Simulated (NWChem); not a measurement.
Species: C$_{2}$H$_{7}$MgNO; SMILES C[N]([Mg][OH])C

```xyz
12

Mg    -0.0329    -1.0221     0.0000
O      0.0748    -2.8235     0.0000
H     -0.4846    -3.6100     0.0000
N      0.0013     0.8948     0.0000
C      0.0137     1.7083     1.1956
C      0.0137     1.7083    -1.1956
H     -0.8707     2.3958     1.2622
H      0.9194     2.3676     1.2609
H      0.0048     1.0867     2.1182
H      0.9194     2.3676    -1.2609
H     -0.8707     2.3958    -1.2622
H      0.0048     1.0867    -2.1182
```
Atoms are numbered in this order, from 1.

Program: NWChem. Geometry: optimised at PBE-D3(BJ)/def2-SVP. No frequency run checked for a minimum. Level M06-L/def2-SVP: energy and gradient on several grids; changes count from the extra-fine grid, which is no exact limit either.

Problem. Which is the coarsest grid (coarse; xcoarse; medium; fine; xfine) from which on the energy stays within 100 μHa and each gradient component within 200 μHa/bohr of xfine?

Solution. fine.
```json
[
 {"grid": "xcoarse", "size of the energy change (μHa)": "2000", "largest change of a gradient component (μHa/bohr)": "8000", "time, medium = 1 (rough)": "about 1"},
 {"grid": "coarse", "size of the energy change (μHa)": "3000", "largest change of a gradient component (μHa/bohr)": "700", "time, medium = 1 (rough)": "about 1"},
 {"grid": "medium", "size of the energy change (μHa)": "100", "largest change of a gradient component (μHa/bohr)": "400", "time, medium = 1 (rough)": "about 1"},
 {"grid": "fine", "size of the energy change (μHa)": "< 10", "largest change of a gradient component (μHa/bohr)": "100", "time, medium = 1 (rough)": "about 1"},
 {"grid": "xfine", "size of the energy change (μHa)": "< 10", "largest change of a gradient component (μHa/bohr)": "< 30", "time, medium = 1 (rough)": "3"}
]
```
